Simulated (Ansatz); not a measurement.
Ta₂O₅⁺, relaxed as a doublet with UKS PBE-D4/def2-SVP in Ansatz, starting from the GFN1-xTB geometry. Force threshold 0.02 eV/Å.

In the def2 sets Ta takes a core potential; there is no spin–orbit coupling. The structure comes from a short search, and lower isomers may exist.

Start:

```xyz
7

Ta    0.9166    1.4941    0.2683
Ta   -0.5167   -0.7464   -0.1021
O    -0.8209   -2.3780   -0.8232
O    -0.4327    0.9219   -0.8426
O     1.9403    2.8387    0.4069
O     0.7459   -0.1489    1.0750
O    -1.8323   -1.9815    0.0176
```

Task: Estimate the energy that the relaxation releases and the steps that it takes.

Result: 2.79 eV, in 12 steps; 34 s on 4 threads of Arm Neoverse V1 on a shared host. No frequencies were taken in this run, so the end may be a saddle point.

Task: Does the start keep its bonding and symmetry?

Result: By distances, no bond broke or formed. The bond that changes most is Ta2–O6, from 1.83 to 1.97 Å (atoms count from 1). The end is the same structure that another start reached. Point group Cs at the start, Cs at the end, both within 0.05 Å.

Task: Predict the relaxed structure.

Result: 
| atom | x (Å) | y (Å) | z (Å) |
| --- | --- | --- | --- |
| Ta1 | 0.648 | 1.894 | 0.660 |
| Ta2 | -0.515 | -0.687 | -0.069 |
| O3 | -0.545 | -2.377 | -0.992 |
| O4 | -0.596 | 1.205 | -0.607 |
| O5 | 2.139 | 2.022 | -0.179 |
| O6 | 0.595 | 0.117 | 1.344 |
| O7 | -1.726 | -2.174 | -0.157 |
Bond lengths (bridged metal pairs left out): 7 × O–Ta 1.72 to 1.97 Å; 1 × O–O 1.46 Å.
